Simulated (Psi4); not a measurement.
Approach curve of the dimer CH3Cl ··· F4Si (SMILES CCl and F[Si](F)(F)F), singlet. Monomers: optimised at B3LYP-D3(BJ) (def2-TZVP), held rigid. Orientation: a random orientation, not optimised. The monomers approach along the line of their centres of mass (distance R); nothing else relaxes.

Geometry at R = 4.38 Å (first 5 atoms: monomer A):
```
10

C     -0.1538    -0.0002    -0.0007
Cl     1.6406     0.0021     0.0074
H     -0.4910    -0.5522    -0.8727
H     -0.4991    -0.4787     0.9107
H     -0.4967     1.0291    -0.0447
F     -0.8883    -1.7577     3.8272
Si     0.6262    -1.4613     4.1027
F      1.1262    -2.3633     5.2830
F      1.4643    -1.7737     2.8154
F      0.8025     0.0488     4.4852
```

Methods: PBE/def2-TZVP, counterpoise-corrected (Psi4); PBE-D3(BJ)/def2-TZVP, counterpoise-corrected (Psi4); SAPT0/jun-cc-pVDZ, frozen core (Psi4).

Interaction energies in kJ/mol; the last columns give the difference from SAPT0:

```tsv
R / Å	PBE/def2-TZVP	PBE-D3(BJ)/def2-TZVP	SAPT0/jun-cc-pVDZ	PBE/def2-TZVP − SAPT0/jun-cc-pVDZ	PBE-D3(BJ)/def2-TZVP − SAPT0/jun-cc-pVDZ
3.77	18.29	11.91	20.30	-2.01	-8.39
3.98	8.51	3.06	10.22	-1.71	-7.15
4.18	3.97	-0.63	5.46	-1.49	-6.09
4.38	1.79	-2.05	3.05	-1.26	-5.10
4.54	0.92	-2.37	2.01	-1.09	-4.37
4.77	0.36	-2.24	1.21	-0.85	-3.45
5.12	0.15	-1.65	0.69	-0.55	-2.34
5.37	0.15	-1.22	0.53	-0.38	-1.75
5.89	0.20	-0.58	0.36	-0.15	-0.94
6.60	0.18	-0.21	0.22	-0.04	-0.43
7.61	0.10	-0.06	0.12	-0.02	-0.18
8.85	0.05	-0.01	0.06	-0.01	-0.07
```

PBE/def2-TZVP is furthest from SAPT0/jun-cc-pVDZ at 3.77 (-2.01 kJ/mol, below); its mean absolute difference over the points is 0.80 kJ/mol.

PBE-D3(BJ)/def2-TZVP is furthest from SAPT0/jun-cc-pVDZ at 3.77 (-8.39 kJ/mol, below); its mean absolute difference over the points is 3.36 kJ/mol.
